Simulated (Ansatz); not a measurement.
Energy difference R1 → P1 + P2, each structure at its B3LYP-D3(BJ)/def2-TZVP stationary point, reached from a drawn start (curvature not checked).
R1, SiH4 (SMILES [SiH4]) (charge 0, multiplicity 1):
| atom | x (Å) | y (Å) | z (Å) |
|---|---|---|---|
| Si | 0.0000 | 0.0000 | 0.0000 |
| H | -0.1691 | 1.2235 | -0.8159 |
| H | -0.7440 | 0.1479 | 1.2712 |
| H | 1.4371 | -0.2048 | 0.2903 |
| H | -0.5240 | -1.1666 | -0.7455 |
P1: SiH2 (SMILES [SiH2]), charge 0, multiplicity 1.
P2, H2 (SMILES [H][H]) (charge 0, multiplicity 1):
```xyz
2

H      0.0000     0.0000     0.3720
H      0.0000     0.0000    -0.3720
```

P less R. No zero-point or thermal terms.

Correlated levels freeze the cores.

The values were computed with Ansatz (an electronic-structure program) with Gaussian orbitals. No computed number here is a measurement.

Q: What is the computed reaction energy (CCSD(T)/cc-pV(T+d)Z)?

A: 251 kJ/mol

Q: Estimate the reaction energy that CCSD/cc-pV(D+d)Z returns for this input.

A: 248 kJ/mol

Q: What is the computed reaction energy (MP2/cc-pV(Q+d)Z)?

A: 269 kJ/mol
